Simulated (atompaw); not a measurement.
## Reading a pseudo-wave (In)

Columns: radius, all-electron u(r) and pseudo u(r) of the 5s shell (level -8.21 eV) of indium in the configuration [Kr] 4d10 5s2 5p1; PBE, scalar-relativistic, PAW (atompaw) scheme, atompaw 4.2.0.5.

```
r (bohr)  all-electron  pseudo
   0.113       -0.1031  0.0280
   0.227        0.1910  0.0565
   0.340        0.1240  0.0853
   0.454       -0.1108  0.1152
   0.567       -0.2789  0.1457
   0.681       -0.3233  0.1778
   0.794       -0.2653  0.2108
   0.908       -0.1460  0.2456
   1.021       -0.0030  0.2814
   1.135        0.1425  0.3189
   1.248        0.2746  0.3572
   1.362        0.3892  0.3965
   1.475        0.4826  0.4358
   1.588        0.5562  0.4748
   1.702        0.6120  0.5130
   1.815        0.6512  0.5486
   1.929        0.6768  0.5811
   2.042        0.6905  0.6088
   2.156        0.6947  0.6307
   2.269        0.6910  0.6453
   2.383        0.6809  0.6520
   2.496        0.6658  0.6502
   2.610        0.6467  0.6401
   2.723        0.6249  0.6230
   2.837        0.6007  0.6005
   2.950        0.5753  0.5753
```

(1) How many radial nodes do the two functions have?

(2) Is the pseudo-wave norm-conserving?

## Answers

(1) The all-electron 5s function has n − l − 1 = 4 (the table is too coarse to show those close to the nucleus); the pseudo-wave has 0, since the states of the same l below it are removed with the core.

(2) No, it belongs to a PAW set: the norm inside the radius is not constrained, and the difference is carried by the augmentation charge.
